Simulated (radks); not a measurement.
Question: These are the eigenvalues of the occupied orbitals of an atom or ion with whole-number occupations (hartree). All-electron calculation, Dirac Kohn-Sham, relativistic LDA (MacDonald-Vosko exchange, VWN5 correlation), spin-unpolarised, spherical densities, finite nucleus; Fermi nuclear charge, rms radius of each element as measured or else 0.836 A^(1/3) + 0.57 fm. Program: a radial shooting solver on a logarithmic mesh with Libxc functionals.

| orbital | eigenvalue |
|---|---|
| 1s1/2 | -391.2214 |
| 2s1/2 | -63.49676 |
| 2p1/2 | -58.33496 |
| 2p3/2 | -57.31911 |
| 3s1/2 | -19.94577 |
| 3p1/2 | -18.24327 |
| 3p3/2 | -18.04632 |

Which element is it, and in what charge state? The configuration may be excited.

Answer: Z = 31, gallium, charge +14: Ga14+ in [Ne] 3s2 3p(1/2: 2, 3/2: 3). The list shows which subshells hold electrons but not how many an open one holds; the 1s level, -391.22 hartree, gives Z - s = 28.0 by -(Z - s)^2/2, which with screening and relativity narrows Z to a few neighbours, and the depths of the outer levels then fix element, charge and occupations together.
